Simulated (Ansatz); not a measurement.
CH₈B₂Si (`BBC[SiH3]`). The species carries charge 0 and has multiplicity 1. Geometry: relaxed with PBE0-D4/def2-TZVP. It is one conformer, not always the lowest.

```xyz
12

B     0.308    1.945   -0.961
B    -0.078    1.042    0.355
C    -0.898   -0.267    0.413
Si    0.335   -1.690    0.222
H     1.282    1.731   -1.631
H    -0.337    2.908   -1.277
H     0.404    1.430    1.394
H    -1.618   -0.408   -0.399
H    -1.385   -0.444    1.377
H     1.413   -1.603    1.242
H    -0.381   -2.981    0.395
H     0.954   -1.663   -1.129
```

Task: What is the dipole moment at r2SCAN/def2-TZVPP? (An estimate is asked.)

Result: Computed: 0.94 D, with components (-0.79, -0.47, 0.18) D in this frame, pointing from negative to positive charge.

Task: And with PBE, B3LYP, ωB97M-V? (Best estimate.)

Result: The calculation gave: PBE 0.97 D, B3LYP 0.90 D, ωB97M-V 0.89 D.

Task: Give the Mulliken charges with r2SCAN, ωB97M-V, PBE in def2-TZVPP. (Estimate.)

Result: The calculation gave: 
| atom | r2SCAN | ωB97M-V | PBE |
| --- | --- | --- | --- |
| B1 | -0.05 | -0.22 | -0.11 |
| B2 | 0.01 | -0.07 | -0.02 |
| C3 | -0.23 | -0.32 | -0.22 |
| Si4 | 0.27 | 0.16 | 0.18 |
| H5 | 0.01 | 0.09 | 0.03 |
| H6 | 0.01 | 0.09 | 0.03 |
| H7 | 0.00 | 0.08 | 0.02 |
| H8 | 0.09 | 0.13 | 0.11 |
| H9 | 0.09 | 0.13 | 0.12 |
| H10 | -0.06 | -0.02 | -0.05 |
| H11 | -0.07 | -0.02 | -0.05 |
| H12 | -0.06 | -0.02 | -0.05 |

B3LYP here is the variant with VWN-RPA as its local correlation; programs differ in this.
